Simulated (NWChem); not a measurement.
# Setting up InHCl2 (SMILES [Cl][InH][Cl]) in NWChem

The species is InHCl2 (4 atoms), meant as a singlet with charge 0. SMILES: `[Cl][InH][Cl]`. The coordinates come from a PBE0-D4/def2-TZVP relaxation.

```
atom    x (Å)    y (Å)    z (Å)
  Cl  -1.8073   0.7088  -0.9926
  In   0.1497   0.1322   0.0956
  Cl   0.5380  -2.1460   0.0198
   H   1.1752   1.2446   0.8569
```

Settings wanted:

* task: energy
* method: DFT
* functional: BP86
* dispersion: none
* basis set: def2-TZVPP
* core potential: def2-TZVPP
* reference: RKS
* integration grid: fine
* SCF convergence threshold: 1e-08
* iteration cap: 100
* module: dft

Task: Give an NWChem 7.3.0 job that does this.

Result: One that was run (others would do as well):

work.nw:
```
start work
title "Cl2HIn"
memory 2200 mb

geometry units au noautosym nocenter noautoz
 Cl -3.41530203  1.33943788 -1.87574215
 In  0.28289200  0.24982179  0.18065782
 Cl  1.01667266 -4.05535226  0.03741658
 H   2.22080614  2.35195313  1.61930632
end

basis "ao basis" spherical bse
 Cl library def2-TZVPP
 In library def2-TZVPP
 H library def2-TZVPP
end

ecp bse
 In library def2-TZVPP
end

dft
 xc becke88 perdew86
 grid fine
 convergence energy 1e-08
 maxiter 100
 mulliken
 noprint "final vectors analysis"
end

task dft energy
```

```bash
$ nwchem work.nw > work.out
```

Calculated total energy: -1111.46185 Eh.
